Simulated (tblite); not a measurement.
Isomers of C3H4ClNSi. Calculated harmonic vibrations of the isolated species, GFN2-xTB (tblite), most abundant isotopes, no scaling. This tight-binding method is rough: wavenumbers can miss measured ones by several per cent, in bad cases by 10 to 20. Modes of hydrogen on silicon can be 10 to 20 % off. One conformer each.

Electronic energies: GFN2-xTB at the same geometries; isomer energies are rough at this level and their order can be wrong.

```csv
SMILES,"electronic energy, lowest = 0 (kcal/mol)"
C#C[Si@H](Cl)N=C,8.0
N#C[SiH2]/C=C/Cl,29.9
C=C1C=N[Si@@H]1Cl,0.0
```

How do GFN2-xTB zero-point energies change the relative energies?

| SMILES | ZPE (kcal/mol) | of it from modes above 1550 cm⁻¹ | electronic (kcal/mol) | with ZPE, lowest = 0 (kcal/mol) | lowest mode (cm⁻¹) | rings |
| --- | --- | --- | --- | --- | --- | --- |
| C=C1C=N[Si@@H]1Cl | 38.3 | 21.2 | 0.0 | 0.0 | 86 | 1 |
| C#C[Si@H](Cl)N=C | 36.4 | 22.1 | 8.0 | 6.1 | 71 | 0 |
| N#C[SiH2]/C=C/Cl | 35.5 | 20.9 | 29.9 | 27.1 | 37 | 0 |

The zero-point energies span 2.8 kcal/mol, from `N#C[SiH2]/C=C/Cl` to `C=C1C=N[Si@@H]1Cl`. The order is unchanged.

What do entropy and thermal enthalpy add at 298.15 K and 1 bar (rigid rotor, harmonic oscillator, one conformer each)?

```tsv
SMILES	point group	symmetry number	S (cal/(mol K))	H − H(0) (kcal/mol)	ZPE + H − H(0) − TS (kcal/mol)
C=C1C=N[Si@@H]1Cl	C1	1	83.3	4.93	18.4
C#C[Si@H](Cl)N=C	C1	1	90.2	5.80	15.3
N#C[SiH2]/C=C/Cl	C1	1	90.3	5.63	14.2
```
